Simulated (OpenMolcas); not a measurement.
A calculation on Hg I.

```json
{"Program": "OpenMolcas", "Method": "SS-CASPT2, IPEA 0.25 Eh, imaginary shift 0.1 Eh (closed shells correlated: 5d)", "Basis": "ANO-RCC-VQZP [9s8p6d4f2g1h]", "Scalar Hamiltonian": "DKH2, point nucleus", "Active space": "2 electrons in 4 orbitals (6s 6p)", "State averaging": "2S+1 = 3 even, 3 roots (0 in the spin-orbit step); 2S+1 = 1 even, 1 root; 2S+1 = 3 odd, 3 roots; 2S+1 = 1 odd, 3 roots", "Spin-orbit coupling": "RASSI with atomic mean-field integrals over the reference wave functions, term energies averaged over their components"}
```

Q: Which level of the active space comes out lowest?

A: 6s² ¹S₀, with 100 % of that term; it is also the measured ground level.

Q: How high does 6s 6p ³P°₂ lie?

A: 43279 cm⁻¹ above the lowest level; measured 44043 cm⁻¹ above the ground level, so the calculation is off by -2 %.

Q: How high does 6s 6p ³P°₁ lie?

A: 39654 cm⁻¹ above the lowest level; measured 39412 cm⁻¹ above the ground level, so the calculation is off by +1 %.

Q: How high does 6s 6p ³P°₀ lie?

A: 37989 cm⁻¹ above the lowest level; measured 37645 cm⁻¹ above the ground level, so the calculation is off by +1 %.

Measured values: NIST Handbook of Basic Atomic Spectroscopic Data.

Some high roots are left out of the spin-orbit mixing, which shifts the levels that they would mix with. Spin-orbit splittings of 6p shells tend to come out small when the coupling is added on scalar orbitals. Computed and measured levels are paired by configuration, term and J; levels that our copy of the source lacks, or whose pairing is in doubt (as where it misses far off the trend of its configuration), stay unpaired and out of the deviations. Levels of configurations outside the active space are missing.

° marks odd parity.
